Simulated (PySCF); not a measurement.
# Property card for `C[C+]1[CH][C@@H]2C[C@@H]2C1` [radical]

Species: C₇H₁₀ (charge +1 and doublet state).
SMILES with atom numbers: `[CH3:1][C+:2]1[CH:3][C@@H:4]2[CH2:5][C@@H:6]2[CH2:7]1` (hydrogens: H8, H9, H10 on C1; H11 on C3; H12 on C4; H13, H14 on C5; H15 on C6; H16, H17 on C7)

GFN2-xTB geometry:

```
Rotational constants A, B, C of the GFN2-xTB geometry : 5.936, 2.272, 1.900 GHz
```

UKS B3LYP, pcH-1 on C H, non-relativistic, mean-field spin-orbit, GIAO (PySCF):

```
Isotropic g value                                                      : 2.00311
Principal g values                                                     : 2.00232, 2.00275, 2.00425
Spin squared ⟨S²⟩                                                      : 0.753
Largest Mulliken spin population                                       : 0.39 on C2
Largest isotropic hyperfine couplings (means over sets of like nuclei) : 1H +96.3 (H16), 1H +51.7 (H8/H9/H10), 1H +40.1 (H15), 1H +30.5 (H17), 13C +28.9 (C2) MHz
```

Monoisotopic mass of the ion (most abundant isotopes, electron mass counted): 94.0777 u.

The rotational constants make it an asymmetric top with κ = (2B − A − C)/(A − C) = -0.82, nearer the prolate limit (−1). ⟨S²⟩ is 0.003 above the pure-spin value S(S + 1) = 0.75. g_iso is shifted by about +790 ppm from the free-electron value 2.002319; the principal values span 0.0019. At 9.50 GHz, hν = g·μB·B₀ (B₀ the magnetic field) puts the centre of the isotropic spectrum, to first order, at 338.9 mT. With B = h/(8π²I), that is 505.379 GHz u Å² over I, the principal moments of inertia are 85.1, 222.4 and 266.0 u Å² (most abundant isotopes); the inertial defect Ic − Ia − Ib is -41.5 u Å² (zero for a rigid planar frame, negative otherwise).

Isolated species at its GFN2-xTB geometry, gas phase. Hyperfine couplings depend on the geometry, which wasn't re-optimised at a DFT level. The unpaired spin is shared among atoms: the largest Mulliken spin population is 0.39. Couplings of like nuclei are plain means over topologically equivalent atoms, as if these changed places fast (by rotation of a methyl-like group, say); in this geometry the members of some sets differ.
